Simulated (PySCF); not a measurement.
Species: C8H13OP.
Atom-mapped SMILES: `[O:1]=[C:2]1[CH2:3][CH2:4][P:5]([CH:6]2[CH2:7][CH2:8]2)[CH2:9][CH2:10]1`

Geometry (GFN2-xTB, Å), atoms numbered from 1 in this order:
```xyz
23
C8H13OP angstrom
O     -3.667    0.437    0.862
C     -2.731    0.114    0.175
C     -2.086    1.062   -0.812
C     -0.609    1.289   -0.480
P      0.329   -0.307   -0.672
C      1.807    0.127    0.326
C      3.017   -0.757    0.217
C      3.035    0.601   -0.399
C     -0.640   -1.196    0.646
C     -2.115   -1.266    0.244
H     -2.170    0.633   -1.814
H     -2.630    2.010   -0.791
H     -0.502    1.666    0.542
H     -0.188    2.031   -1.163
H      1.599    0.569    1.296
H      2.964   -1.610   -0.444
H      3.603   -0.932    1.107
H      3.633    1.372    0.062
H      2.993    0.666   -1.477
H     -0.530   -0.678    1.604
H     -0.240   -2.207    0.757
H     -2.200   -1.735   -0.740
H     -2.678   -1.862    0.966
```

NICS is the negative of the GIAO shielding at a point without a nucleus: at the ring centre (0) and 1 Å above and below it (1); zz is the component along the ring normal. Level: GIAO PBE0/pcSseg-1 (PySCF, non-relativistic, gas phase) on the GFN2-xTB geometry, one conformer.

Ring bond lengths (Å), with Mayer bond orders in brackets: C2–C3 1.513 (0.97), C3–C4 1.530 (1.02), C4–P5 1.861 (0.93), P5–C9 1.862 (0.93), C9–C10 1.530 (1.02), C10–C2 1.513 (0.97); C6–C7 1.503 (0.94), C7–C8 1.491 (0.99), C8–C6 1.503 (0.94).

**Question.** Give the NICS values of each ring in ppm.

**Answer.** 
| ring | type | NICS(0) | NICS(1), two faces | NICS(1)zz, two faces | rms pucker (Å) | centre to ring atoms, mean (Å) |
| --- | --- | --- | --- | --- | --- | --- |
| C2–C3–C4–P5–C9–C10 | 6-membered ring with P; formal bonds all single | -1.4 | -2.8 / -1.2 | 2.7 / 5.2 | 0.29 | 1.55 |
| C6–C7–C8 | 3-membered carbocycle; formal bonds all single | -44.4 | -8.7 / -8.8 | -24.2 / -22.3 | 0.00 | 0.87 |

**Question.** What do they say, and how far can they be read as aromaticity?

**Answer.** 
- C2–C3–C4–P5–C9–C10: mean NICS(1)zz 4.0 ppm, deshielded. C3, C4, C9, C10 have four or more neighbours; no verdict on aromaticity is drawn.
- C6–C7–C8: mean NICS(1)zz -23.2 ppm, shielded. C6, C7, C8 have four or more neighbours, and the NICS criterion for π rings isn't applied. NICS(0) lies 36 ppm below the mean NICS(1).

**Question.** What are the shieldings of the ring atoms and their hydrogens in the same run (means over atoms taken as equivalent)?

**Answer.** 
```csv
atoms,environment,σ isotropic (ppm),"principal values of the symmetric part, first atom (ppm)"
C2,ketone carbonyl carbon,-27.5,"-112.4, -75.9, 105.8"
C3 (×2),sp3 carbon next to a carbonyl,143.9,"130.0, 133.0, 168.7"
C4 (×2),sp3 carbon bound to phosphorus,152.4,"137.6, 149.8, 170.0"
P5,phosphine phosphorus,366.1,"315.6, 355.9, 426.7"
C6,sp3 carbon bound to phosphorus,172.3,"144.3, 149.5, 223.2"
C7 (×2),three-membered-ring carbon,181.9,"151.1, 179.2, 215.5"
H11 (×4),methylene hydrogen,29.21,"26.2, 27.8, 33.7"
H13 (×4),methylene hydrogen,29.70,"25.7, 30.6, 33.6"
H15,methine hydrogen,31.43,"24.4, 30.1, 39.8"
H16 (×2),methylene hydrogen,31.33,"25.2, 28.7, 40.0"
H17 (×2),methylene hydrogen,30.98,"25.2, 26.1, 41.6"
```
